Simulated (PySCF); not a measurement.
BH₅Si, SMILES B[SiH3]. Atoms are numbered in the order given.

```xyz
7

B      1.4379    -0.0212     0.0000
H      2.0563     0.0024     1.0181
H      2.0563     0.0024    -1.0181
Si    -0.5718    -0.0050     0.0000
H     -0.9587     1.4351     0.0000
H     -1.1693    -0.6321    -1.2049
H     -1.1693    -0.6321     1.2049
```
Charge 0, spin multiplicity 1.

Coordinates come from a B3LYP-D3(BJ)/def2-TZVP optimisation.

Calculation: ωB97X/def2-TZVPD (PySCF).

ESP charges are fitted to the potential on shells at 1.4 to 2.0 van der Waals radii. Atomic charges (e):

```csv
atom,IAO,ESP fit
B1,-0.17,[?]
H2,0.03,[?]
H3,0.03,[?]
Si4,0.48,[?]
H5,-0.11,[?]
H6,-0.12,[?]
H7,-0.12,[?]
```

Q: Fill in the missing entries. (The exact figures need the calculation; the answer reports its results.)

A: 
- B1, ESP fit: 0.32
- H2, ESP fit: -0.12
- H3, ESP fit: -0.12
- Si4, ESP fit: 0.10
- H5, ESP fit: -0.06
- H6, ESP fit: -0.06
- H7, ESP fit: -0.06
